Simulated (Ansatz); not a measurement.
Reaction (silylene formation by 1,1-elimination): `N[SiH2]C1O[SiH2]1` → `NC1O[SiH2]1` + `[SiH2]`

Calculated with Ansatz (gas phase, PBE0-D4/def2-TZVP geometries, no zero-point term in ΔE). CCSD(T)/CBS adds triple-zeta CCSD(T) − MP2 to the extrapolated MP2 energy (def2 sets, frozen cores). This one scheme is used for every species. DFT in def2-TZVPP. One conformer a species, not always the lowest.

| level | ΔE (kJ/mol) |
| --- | --- |
| CAM-B3LYP-D4 | 329.6 |
| PBE-QIDH | 343.8 |
| HF/CBS(def2) | 313.9 |
| CCSD/CBS(def2) | 329.4 |

What does CCSD(T)/CBS give? (An estimate is asked.)

Computed: +332.7 kJ/mol. The listed levels differ from it by -3.1, 11.1, -18.8, -3.3 kJ/mol.

Largest T1 diagnostic among the species: 0.014.

At CCSD(T), def2-SVP lies −43.8 kJ/mol from the extrapolated value and def2-TZVPP −10.5 kJ/mol. From r2SCAN to r2SCAN0 (25 % exact exchange), in def2-TZVPP and without D4, ΔE moves by +3.4 kJ/mol.
